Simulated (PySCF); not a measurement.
Working with the constants of HfB

ROHF-CCSD(T) constants of HfB, quartet, unpaired electrons σ ↑, π ↑↑ (Hf def2-TZVPP with ECP60, B def2-TZVPP; scalar-relativistic core potentials (PySCF 2.14); masses 179.9465 and 11.0093 u):

* ωe: 602.8 cm⁻¹
* ωexe: 2.82 cm⁻¹
* Be: 0.3449 cm⁻¹
* αe: 0.00206 cm⁻¹
* D (centrifugal): 4.52e-07 cm⁻¹
* De to Hf (5d2 6s2) + B: 2.83 eV

(1) Give the vibrational terms G(v) and spacings up to v = 6.

(2) How well does the Morse estimate ωe²/(4ωexe) reproduce De, and what is D0?

Correlated steps freeze 1 core orbital. These are scalar-relativistic numbers at best; spin–orbit coupling would shift them, the dissociation energy most. The CCSD T1 diagnostic is raised, a sign that a single reference may not be enough here. The state is the lowest single determinant that the PBE0 search found; with open d or f shells the true ground state can be another one.

Results:

(1) G(v) = ωe(v+½) − ωexe(v+½)².

| v | G(v) (cm⁻¹) | G(v) − G(v−1) | Bv (cm⁻¹) |
| --- | --- | --- | --- |
| 0 | 300.7 |  | 0.3439 |
| 1 | 897.9 | 597.2 | 0.3418 |
| 2 | 1489.4 | 591.5 | 0.3397 |
| 3 | 2075.3 | 585.9 | 0.3377 |
| 4 | 2655.5 | 580.2 | 0.3356 |
| 5 | 3230.1 | 574.6 | 0.3336 |
| 6 | 3799.1 | 569.0 | 0.3315 |

(2) It gives 3.99 eV, 141 % of the computed De. D0 = De − G(0) = 2.83 − 0.04 = 2.79 eV.
